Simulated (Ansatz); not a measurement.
Ansatz (a quantum-chemistry and plane-wave program) input:

Ansatz 0.2 input:
```yaml
crystal:
  periodic: [false, false, false]
  atoms:
    - {symbol: B, position_ang: [0.00000000, 0.00000000, 0.00000000]}
    - {symbol: H, position_ang: [0.00000000, 0.00000000, 1.17438077]}
    - {symbol: H, position_ang: [-0.00000000, -0.00000000, -1.17438077]}
basis:
  gaussian:
    orbitals: def2-TZVP
hamiltonian:
  xc: {name: PBE0}
total_charge: 1
```

Which total energy does the run end on?

-25.58758 Eh (PBE0/def2-TZVP). The basis has 43 functions.
